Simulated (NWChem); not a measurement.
CF₂I, doublet; SMILES F[C](F)I

All runs: NWChem. Spin-unrestricted. In the optimisation the excess spin sits in a' (Cs, its own frame). All runs use the structure optimised with PBE0/def2-SVP, spin-unrestricted. No stability test was run on the SCF state. def2 effective core potentials on I; no spin-orbit coupling.

For level B97-2/def2-SVP:

```
Item                                                         Value
-----------------------------------------------------------  -----
highest occupied level (eV)                                  -6.52
lowest empty minus highest occupied level, either spin (eV)   3.70
```

Q: How do the values read with level LC-BLYP (range parameter 0.33 per bohr)/def2-SVP instead?

A: The highest occupied level (eV) is -8.85 and the lowest empty minus highest occupied level, either spin (eV) is 8.40.
